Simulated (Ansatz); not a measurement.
`C[O][Ge][Cl]` + CH₃SH → `C[O][Ge][S]C` + HCl at 500 K and 1 bar (ligand exchange at a Ge–Cl bond).

Gas-phase electronic energies from Ansatz, PBE0-D4/def2-TZVP geometries. CCSD(T)/CBS adds triple-zeta CCSD(T) − MP2 to the extrapolated MP2 energy (def2 sets, frozen cores). This one scheme is used for every species. For Ge outer-core shells are correlated without core-valence functions, which leaves a few kJ/mol of doubt a bond. Scalar relativity is left out up to krypton. One conformer a species, not always the lowest.

```tsv
species	CCSD(T)/CBS energy (Eh)	H − E (kJ/mol)	S (J/(mol·K))
`C[O][Ge][Cl]`	-2650.97453	148.5	380.4
CH₃SH	-438.22835	145.1	283.7
`C[O][Ge][S]C`	-2628.80748	262.2	447.6
HCl	-460.38127	32.5	201.9
```

H − E and S are ideal-gas, rigid-rotor, harmonic terms from PBE0-D4/def2-TZVP, for one conformer and one mirror image of each species. 1 Eh = 2625.50 kJ/mol, R = 8.31446 J/(mol·K).

Problem. By hand: ΔE, ΔH, ΔS and ΔG.

Solution. ΔE = (-2628.80748) + (-460.38127) − (-2650.97453) − (-438.22835) = 0.01413 Eh = 37.1 kJ/mol. Δ(H − E) = 262.2 + 32.5 − 148.5 − 145.1 = 1.1, so ΔH = 38.2 kJ/mol. ΔS = 447.6 + 201.9 − 380.4 − 283.7 = -14.6 J/(mol·K). ΔG = 38.2 − 500 × (-14.6)/1000 = 45.5 kJ/mol.

Problem. By hand: the equilibrium constant, and the temperature at which ΔG would vanish if ΔH and ΔS stayed fixed.

Solution. log₁₀ K = −ΔG/(RT ln 10) = -4.8. ΔH and −TΔS have one sign here, so there is no such temperature.

The number of gas molecules stays the same, so ΔS is small and ΔH decides. A doubt of 5 kJ/mol in ΔE shifts log₁₀ K by 0.5 here. Other conformers and mirror images would add mixing entropy, several J/(mol·K) or more a flexible species. These are equilibria of isolated gas molecules and say nothing of rates. Largest T1 diagnostic: 0.015 (customary marks: 0.02 for closed shells, 0.045 for open ones).
